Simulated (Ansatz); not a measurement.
I2, triplet, at a GFN2-xTB geometry (a higher spin typed on purpose: for a closed-shell molecule this is an excited state) (all electrons, no relativity); HF/STO-3G in Ansatz (a quantum-chemistry and plane-wave program).

The Ansatz input:
Ansatz 0.2 input:
```yaml
crystal:
  periodic: [false, false, false]
  atoms:
    - {symbol: I, position_ang: [-0.00000000, -0.00000000, -1.58419703]}
    - {symbol: I, position_ang: [0.00000000, 0.00000000, 1.58419703]}
basis:
  gaussian:
    orbitals: STO-3G
hamiltonian:
  xc: hf
magnetization: {spin_polarized: true, initial_magnetization: 2}
accuracy: high
```

The log (banner, timings and long lists left out):

```
Functional definition: HF
653 factors; integrals over basis functions are off by at most 5.2e-9 eV
mean field evaluation 1: about -372831.8947 eV, gradient 4.6e-1 eV
mean field evaluation 2: about -372831.9597 eV, gradient 4.5e-1 eV
mean field evaluation 4: about -372831.9628 eV, gradient 2.2e-4 eV
mean field evaluation 8: about -372832.1475 eV, gradient 1.1e0 eV
mean field evaluation 16: about -372832.5813 eV, gradient 2.9e-5 eV
mean field evaluation 32: about -372830.7314 eV, gradient 5.3e0 eV
mean field evaluation 64: about -372831.9888 eV, gradient 1.7e0 eV
mean field evaluation 96: about -372831.8688 eV, gradient 7.4e-3 eV
mean field evaluation 128: about -372831.8701 eV, gradient 1.8e-2 eV
mean field -372832.58125970 eV, -13701.3446462938 hartree, gradient 1.4e-8 eV, S^2 2.000000; 9 other end points of the search recorded, 0 dependent functions left out
reference -372832.58125970 eV, -13701.3446462938 hartree; 54, 52 occupied and 0, 2 virtual orbitals, 653 factors
Total energy: -372832.58125970 eV, -13701.3446462938 hartree
```
